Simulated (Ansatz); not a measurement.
`B[CH2][GeH2][SeH]` + HCl → `B[CH2][GeH2][Cl]` + H₂Se at 298.15 K and 1 bar (ligand exchange at a Ge–Se bond).

Calculated with Ansatz (gas phase, PBE0-D4/def2-TZVP geometries, no zero-point term in ΔE). CCSD(T)/CBS adds triple-zeta CCSD(T) − MP2 to the extrapolated MP2 energy (def2 sets, frozen cores). This one scheme is used for every species. For Ge, Se outer-core shells are correlated without core-valence functions, which leaves a few kJ/mol of doubt a bond. Scalar relativity is left out up to krypton. One conformer a species, not always the lowest.

```csv
species,CCSD(T)/CBS energy (Eh),H − E (kJ/mol),S (J/(mol·K))
`B[CH2][GeH2][SeH]`,-4543.88584,211.3,373.7
HCl,-460.38127,26.6,186.8
`B[CH2][GeH2][Cl]`,-2602.37417,191.1,350.6
H₂Se,-2401.89790,45.8,219.1
```

H − E and S are ideal-gas, rigid-rotor, harmonic terms from PBE0-D4/def2-TZVP, for one conformer and one mirror image of each species. 1 Eh = 2625.50 kJ/mol, R = 8.31446 J/(mol·K).

Problem. By hand: ΔE, ΔH, ΔS and ΔG.

Solution. ΔE = (-2602.37417) + (-2401.89790) − (-4543.88584) − (-460.38127) = -0.00496 Eh = -13.0 kJ/mol. Δ(H − E) = 191.1 + 45.8 − 211.3 − 26.6 = -1.0, so ΔH = -14.0 kJ/mol. ΔS = 350.6 + 219.1 − 373.7 − 186.8 = 9.2 J/(mol·K). ΔG = -14.0 − 298.15 × (9.2)/1000 = -16.7 kJ/mol.

Problem. By hand: the equilibrium constant, and the temperature at which ΔG would vanish if ΔH and ΔS stayed fixed.

Solution. log₁₀ K = −ΔG/(RT ln 10) = 2.9. ΔH and −TΔS have one sign here, so there is no such temperature.

The number of gas molecules stays the same, so ΔS is small and ΔH decides. A doubt of 5 kJ/mol in ΔE shifts log₁₀ K by 0.9 here. Other conformers and mirror images would add mixing entropy, several J/(mol·K) or more a flexible species. Modes under 60 cm⁻¹, often nearly free rotors, make the harmonic entropy too high. These are equilibria of isolated gas molecules and say nothing of rates. Largest T1 diagnostic: 0.010 (customary marks: 0.02 for closed shells, 0.045 for open ones).

ΔS is within the doubt of such terms, so its sign, and with it that verdict, could turn.
